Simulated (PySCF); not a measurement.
Species: C₆H₅F₃O.
SMILES with atom numbers: `[CH2:1]=[C:2]1[O:3][C:4]([CH3:5])=[C:6]1[C:7]([F:8])([F:9])[F:10]`

Cartesian coordinates in Å at the GFN2-xTB level; atoms count from 1:
```
atom  x, y, z in Å
C1     0.9934   -2.3897   -0.4907
C2     0.7375   -1.1078   -0.3476
O3     1.5479    0.0073   -0.6743
C4     0.5236    0.8202   -0.2095
C5     0.5676    2.2855   -0.1994
C6    -0.3095   -0.1963    0.1304
C7    -1.6531   -0.3428    0.7150
F8    -2.5362   -0.9205   -0.1254
F9    -1.6618   -1.1063    1.8254
F10   -2.1795    0.8444    1.0614
H11    1.9269   -2.7243   -0.9054
H12    0.2686   -3.1250   -0.1935
H13    0.6892    2.6559   -1.2175
H14    1.4279    2.6246    0.3775
H15   -0.3469    2.6827    0.2315
```

NICS = −σ at a ghost point: NICS(0) at the centroid of the ring atoms, NICS(1) 1 Å to either side along the normal of their mean plane, zz for the tensor component along that normal. Level: GIAO PBE0/pcSseg-1 (PySCF, non-relativistic, gas phase) on the GFN2-xTB geometry, one conformer.

Ring bond lengths (Å), with Mayer bond orders in brackets: C2–O3 1.417 (0.88), O3–C4 1.388 (0.95), C4–C6 1.358 (1.59), C6–C2 1.468 (1.03).

Q: What do the NICS probes read (ppm)?

A: 
```json
{"ring": "C2–O3–C4–C6", "type": "4-membered ring with O; formal bonds 1 double, 3 single", "NICS(0)": "-3.0", "NICS(1), two faces": "-2.1 / -2.1", "NICS(1)zz, two faces": "1.4 / 1.3", "rms pucker (Å)": "0.00", "centre to ring atoms, mean (Å)": "0.99"}
```

Q: What do they say, and how far can they be read as aromaticity?

A: 
- C2–O3–C4–C6: mean NICS(1)zz 1.3 ppm, near zero.

Q: What does the geometric index give? HOMA = 1 − mean of α(R − Ropt)² over the ring bonds, with Krygowski's 1993 parameters (CC: Ropt 1.388 Å, α 257.7 Å⁻²; CO: Ropt 1.265 Å, α 157.38 Å⁻²).

A: 
- C2–O3–C4–C6: HOMA -0.97; the largest term is that of C2–O3, α(R − Ropt)² = 3.62.
